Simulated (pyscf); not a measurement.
PySCF, gas phase, ωB97X-D3(BJ)/def2-SVP geometries.

Problem. H₃Si–Te–Bi(Cl)–Cl (SMILES [SiH3][Te][Bi]([Cl])[Cl]) -> H₃Si–Cl (SMILES [SiH3]Cl) + Cl–Bi=Te (SMILES [Cl][Bi]=[Te])
Surface: singlet. Broken: Bi–Cl, Si–Te. Formed: Cl–Si. Give ΔE‡ and ΔE from ωB97M-D3(BJ)/def2-TZVP, relative to the reactant's lowest minimum found.

Solution. ΔE‡ = 128.9 kJ/mol, ΔE = +71.2 kJ/mol. Zero-point energy shifts the barrier by -0.2 kJ/mol. It is an elimination, with an imaginary mode of 275i cm⁻¹. On the product side the descent ends in a complex, 33.1 kJ/mol under the separated species and 54.8 kJ/mol under the saddle at ωB97X-D3(BJ)/def2-TZVP. One saddle was located; it need not be the lowest between these sides. Elements past Kr carry the def2 core potentials, without spin-orbit coupling.
